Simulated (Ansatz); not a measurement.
A geometry relaxed with PBE0-D3(BJ)/def2-TZVP (Ansatz, an electronic-structure program), charge 0, multiplicity 1:

```xyz
13

C     -1.2491     0.7911    -0.3159
H      1.6456    -1.3715     1.7597
H      2.0142     1.0838    -1.0528
C     -1.4565    -0.6739    -0.4518
H      3.3555     0.1085    -0.2730
C     -0.6313    -0.1328     0.7023
H     -0.5882     1.2805    -1.0209
Si     1.1901    -0.3948     0.7429
H     -1.1295    -0.1661     1.6666
H     -0.9353    -1.1909    -1.2482
H     -2.0829     1.3992     0.0121
C      2.2986     0.3473    -0.3100
H     -2.4311    -1.0804    -0.2110
```

### Question
Write the SMILES of this molecule.

### Answer
`C=[SiH]C1CC1`
